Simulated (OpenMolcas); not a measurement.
Pd²⁺: effect of the IPEA shift

```yaml
Program: OpenMolcas
Basis: ANO-RCC-VTZP [7s6p4d2f1g]
Scalar_Hamiltonian: DKH2, point nucleus
Active_space: 8 electrons in 5 orbitals (4d)
State_averaging: 2S+1 = 3 even, 10 roots; 2S+1 = 1 even, 15 roots kept (CI in the orbitals of an earlier block)
Spin-orbit_coupling: RASSI with atomic mean-field integrals over the reference wave functions, term energies averaged over their components
```

Methods on the same reference wave functions:
A. CASSCF
B. SS-CASPT2, IPEA 0 Eh, imaginary shift 0.1 Eh (closed shells correlated: 4s 4p)
C. SS-CASPT2, IPEA 0.25 Eh, imaginary shift 0.1 Eh (closed shells correlated: 4s 4p)

Energies in cm⁻¹ above 4d⁸ ³F₄, the measured ground level; measured values from Moore, Atomic Energy Levels, vol. III, NSRDS-NBS 35 (1971 reprint of NBS Circular 467, 1958).

```
  Level      A      B      C  Measured
4d⁸ ³F₄    0.0    0.0    0.0       0.0
4d⁸ ³F₃   3119   3140   3140      3230
4d⁸ ³F₂   4806   4570   4570      4687
4d⁸ ³P₁  17416  13580  14060     13470
4d⁸ ³P₀  17747  13850  14310     13699
4d⁸ ¹G₄  21523  18610  18380     17880
4d⁸ ¹S₀  50406  42210  42170
```

Deviations, from unrounded energies. A percentage is the sum of absolute deviations over the sum of measured energies, with the sign that they share, or ± where signs differ.

```
                        Against measurement  Levels      A     B     C
             mean absolute deviation (cm-1)       5   2400   240   380
      fine structure of the ground term (%)       2   ±2.9  -2.6  -2.6
other terms of the ground configuration (%)       3  +25.8  +2.2  +3.8
```

B lies closest to measurement on these levels and A furthest from it. The largest miss of B in the table is 4d⁸ ¹G₄, by +730 cm-1. The ranking rests on the paired levels alone, and a cruder setting can come out closer through cancelling errors.

Between B and C the level of the table that moves most is 4d⁸ ³P₁, by 470 cm-1 (lowest in B, highest in C). Moves below CASPT2's spread within the term are not significant.

The mean deviations of B to C differ by less than CASPT2's widest spread within a term (1500 cm-1), so their order carries little weight.

From A to B the spin-free energies of the other terms of 4d⁸ shown, above ³F, scale by factors of 0.73 to 0.85, as is usual when dynamic correlation screens the repulsion within a d or f shell.

The lowest spin-free term lies below A's lowest term by 0.521 hartree in B, 0.513 hartree in C.

CASPT2 does not keep the components of a term degenerate, so their means are used; among the terms shown or strongly mixed into the levels shown the widest spread is 1500 cm-1 (4d⁸ ³F, B). Levels of configurations with an s electron are missing; early in the row they begin among the upper levels of the d shell and mix with terms of their name. Terms from blocks run as CI alone lack orbitals of their own. Without dynamic correlation excited terms often stand tens of per cent too high (terms of higher spin than the ground term too low), and those without a measured partner can miss by more than the paired ones (holds for A). Computed and measured levels are paired by configuration, term and J; levels that our copy of the source lacks, or whose pairing is in doubt (as where it misses far off the trend of its configuration), stay unpaired and out of the deviations. Levels of configurations outside the active space are missing. The table leaves out levels that lie high or whose names do not pair safely across all columns.
